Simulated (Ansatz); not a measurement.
```yaml
crystal:
  periodic: [false, false, false]
  atoms:
    - {symbol: N, position_ang: [0.648963, 0.424821, 1.461062]}
    - {symbol: Si, position_ang: [0.231936, -0.628180, 0.164894]}
    - {symbol: B, position_ang: [-0.749392, 0.208470, -1.419844]}
    - {symbol: F, position_ang: [-1.122355, -0.512348, -2.464614]}
    - {symbol: F, position_ang: [-1.052631, 1.495048, -1.473948]}
    - {symbol: H, position_ang: [-0.078689, 0.789909, 2.054830]}
    - {symbol: H, position_ang: [1.369977, 1.115332, 1.324678]}
    - {symbol: H, position_ang: [1.483566, -1.233684, -0.366306]}
    - {symbol: H, position_ang: [-0.642975, -1.705668, 0.702148]}
basis:
  gaussian: {orbitals: "6-31G*"}
hamiltonian: {xc: {name: wPBEh}, pseudopotentials: {relativity: scalar}}
multiplicity: 3
output: {forces: true}
```

```sh
$ ansatz run in.yaml --threads 2 --pin off --events-out ev --progress --plain --max-ram 4352MiB
```

Output, abridged:

```
Error: YAML parse error: error: line 16 column 1: unknown field `multiplicity`, expected one of crystal, accuracy, basis, kpoints, hamiltonian, magnetization, projection, total_charge, correlation, batch, efield, external_charges, scf, relax, neb, saddle, md, ramp, phonons, dielectric, real_time, elastic, magnetic_configurations, gw, evaluate, workflow, output, checkpoint, execution
14 |   gaussian: {orbitals: "6-31G*"}
15 | hamiltonian: {xc: {name: wPBEh}, pseudopotentials: {relativity: s…
16 | multiplicity: 3
17 | output: {forces: true}
```

What is wrong with this run?

The input holds a key that doesn't belong there. The program refused the input.
